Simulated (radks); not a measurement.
Results of a calculation; reference values are marked as such.
Question: Ionisation of neutral ruthenium, [Kr] 4d7 5s1, to Ru+, [Kr] 4d7, under several functionals. Scalar-relativistic Kohn-Sham, spin-polarised, spherical densities, finite nucleus; open shells are filled with parallel spins first (spin-orbit coupling, left out, can overturn this in heavy ions); a radial shooting solver on a logarithmic mesh with Libxc functionals. The NIST Atomic Spectra Database gives 7.361 eV (measured). Rank these functionals by the error of their Delta-SCF ionisation energy: SCAN; exchange-only B88; Wu-Cohen GGA; exchange-only r2SCAN; HCTH/407.

Answer: From best to worst: exchange-only B88 7.358 eV (-0.003); exchange-only r2SCAN 7.040 eV (-0.320); HCTH/407 7.726 eV (+0.365); Wu-Cohen GGA 7.821 eV (+0.460); SCAN 7.901 eV (+0.541). Open shells are spherical and high-spin; term and fine-structure splittings are not resolved.
